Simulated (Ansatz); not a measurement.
Geometry optimisation, RKS PBE/def2-SVP (Ansatz).

input.yaml

```yaml
crystal:
  periodic: [false, false, false]
  atoms:
    - { symbol: Ge, position_ang: [0.0, 0.0, 0.0] }
    - { symbol: O, position_ang: [0.0, 0.0, 2.12] }
    - { symbol: H, position_ang: [-0.9095, -0.2814, 2.4571] }
    - { symbol: Ge, position_ang: [2.2632, 0.0, -0.7992] }
    - { symbol: H, position_ang: [2.7487, -1.4611, -0.9782] }
    - { symbol: H, position_ang: [2.3309, 0.7367, -2.1612] }
    - { symbol: H, position_ang: [3.1736, 0.7244, 0.225] }
    - { symbol: F, position_ang: [-0.7913, 1.3709, -0.5594] }
    - { symbol: F, position_ang: [-0.7913, -1.3709, -0.5594] }
    - { symbol: Br, position_ang: [1.4092, -2.1399, 0.8514] }
    - { symbol: H, position_ang: [0.687, -1.0433, 2.0012] }
basis:
  gaussian: { orbitals: def2-SVP }
hamiltonian:
  xc: pbe
relax:
  f_tol: 0.15
  max_steps: 25
  restrain:
    - { distance: [0, 9], at: 3.6, k: 30.0 }
    - { distance: [10, 1], at: 2.21, k: 30.0 }
    - { distance: [0, 1], at: 1.77, k: 30.0 }
    - { distance: [10, 9], at: 1.55, k: 30.0 }
output:
  orbitals: {}
```

Launched with:

```bash
$ ansatz run input.yaml --threads 4 --pin off --max-ram 5120MiB --backend cpu --events-out ev --progress --plain --runs-dir out
```

Where does it end, and by what steps?

The run converged. The restraints hold the end off the free minimum. After 8 steps the energy has fallen by 1.894 eV (the restraints' own energy left out); Br10 moved furthest, 0.99 Å. Parted: Ge1–Br10 (2.70 → 3.61 Å).

```
step  energy less start (eV)  largest force component (eV/Å)  accepted
   0                  0.0000                           3.358       yes
   1                 -0.3865                           3.563       yes
   2                 -0.6796                           4.390       yes
   3                 -1.1237                           3.586       yes
   4                 -1.5919                           1.704       yes
   5                 -1.7868                           0.833       yes
   6                 -1.8567                           0.872       yes
   7                 -1.8815                           0.886       yes
   8                 -1.8936                           0.754       yes
```

```xyz
11
Properties=species:S:1:pos:R:3
Ge 0.007 0.040 -0.007
O -0.128 0.181 1.763
H -1.056 0.074 2.050
Ge 2.274 0.071 -0.890
H 2.570 -1.291 -1.549
H 2.304 1.214 -1.934
H 3.237 0.379 0.278
F -0.915 1.403 -0.629
F -1.000 -1.315 -0.485
Br 1.782 -2.646 1.618
H 1.046 -1.574 2.383
```

The run took 28 s on 4 threads of Arm Neoverse V1 (shared host), peak memory 0.28 GiB.
